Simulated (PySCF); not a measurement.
Electron correlation in Ni³⁺ (nickel, charge +3)

[Ar] 3d7, high-spin 4F determinant. All numbers are calculated (PySCF 2.14, scalar relativity by spin-free X2C-1e, in ANO-RCC-VTZP (6s5p3d2f1g, 59 functions)). Frozen: [Ar]; 7 electrons correlated.

| level | correlation energy (mhartree) |
| --- | --- |
| CCSD | -175.93 |
| (T) | -1.93 |
| CCSD(T) | -177.86 |

Diagnostics: T1 = 0.0037, D1 = 0.0055, largest double amplitude 0.019.

**Question.** Is a single reference adequate?

**Answer.** Yes: T1 lies below 0.03 and no double amplitude reaches 0.07.
